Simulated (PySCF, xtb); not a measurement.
Be(H)(Me) (CH₄Be), SMILES [CH3][BeH].

GFN2-xTB (xtb) at its own geometry gives an orbital gap of 5.13 eV and a dipole moment of 0.66 D.

Geometry optimised at PBE0-D3(BJ)/def2-TZVPD.

Question: What does CAM-B3LYP/def2-TZVPD in PySCF give? (Estimate from the structure and the level; the computed values follow.)

Answer: gap 10.27 eV (levels -9.84 and 0.43 eV), dipole 0.56 D.
